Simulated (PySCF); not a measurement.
Computed with PBE in PySCF with Hf def2-SVP with ECP60, S def2-SVP, F def2-SVP; scalar-relativistic core potentials, no spin–orbit coupling; density-fitted integrals. Open shells, if any, are unrestricted.

Task: What shape and geometry does isolated singlet HfSF₂ take (every ligand bound to Hf)?

Result: Formally Hf is in oxidation state +4, d0. The polar-tensor charge on Hf, 1.72, is far below the formal one. The lowest minimum found is a singlet of Cs symmetry with Hf–F 1.919 Å (×2), Hf–S 2.237 Å; F–Hf–F 110.9°, F–Hf–S 108.4° (×2). Its harmonic wavenumbers are 119 (a'), 169 (a''), 172 (a'), 486 (a'), 645 (a''), 646 (a') cm⁻¹ and its dipole moment is 5.40 D.

This need not be the most stable arrangement of these atoms. With an element this heavy the missing spin–orbit coupling can shift these numbers.
